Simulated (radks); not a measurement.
Q: Co2+, 25 electrons, occupied as [Ar] 3d7. Calculated with a radial shooting solver on a logarithmic mesh with Libxc functionals: Dirac Kohn-Sham, OLYP, spin-unpolarised, spherical densities, point nucleus; open shells fill j = l - 1/2 first. Some entries of the table are withheld. Estimate them.

orbital  occ.  eigenvalue (eV)  r(max) (bohr)  <r^2> (bohr^2)
1s1/2       2        -7609.501        0.03678        0.004248
2s1/2       2        -918.5282         0.2131         0.07689
2p1/2       2              (1)         0.1703         0.06100
2p3/2       4              (2)         0.1728         0.06259
3s1/2       2        -121.6764            (3)             (4)
3p1/2       2         -86.1194         0.6742             (5)
3p3/2       4         -84.2741         0.6817             (6)
3d3/2       4         -27.1781         0.6670           1.340
3d5/2       3         -26.9780         0.6698           1.355
4s1/2       0         -20.9085          2.147           7.061
4p1/2       0              (7)          2.611           10.03
4p3/2       0              (8)          2.636           10.18

A: 
(1) 2p1/2 eigenvalue (eV): -799.5531
(2) 2p3/2 eigenvalue (eV): -784.7236
(3) 3s1/2 r(max) (bohr): 0.6691
(4) 3s1/2 <r^2> (bohr^2): 0.6912
(5) 3p1/2 <r^2> (bohr^2): 0.7714
(6) 3p3/2 <r^2> (bohr^2): 0.7896
(7) 4p1/2 eigenvalue (eV): -15.0811
(8) 4p3/2 eigenvalue (eV): -14.9623
